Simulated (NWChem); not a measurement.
# SnHF3; SMILES [F][SnH]([F])[F]

All runs: NWChem. STO-3G and 3-21G are far too small for this property and stand as cheap habits. Geometry: optimised at PBE0/def2-SVP. def2 effective core potentials on Sn; no spin-orbit coupling. B3LYP is NWChem's, with the RPA form of VWN correlation. Field at 589 nm.

```
level                                          isotropic polarisability (bohr³)  anisotropy (bohr³)
---------------------------------------------  --------------------------------  ------------------
B3LYP/STO-3G (all-electron, non-relativistic)                              16.4                 1.2
B3LYP/def2-SVP (core potentials)                                              ?                   ?
B3LYP/def2-SVPD (core potentials)                                          36.8                 2.1
```

### Question
Some entries are withheld; supply them.

### Answer

- B3LYP/def2-SVP (core potentials), isotropic polarisability (bohr³): 28.1
- B3LYP/def2-SVP (core potentials), anisotropy (bohr³): 3.4
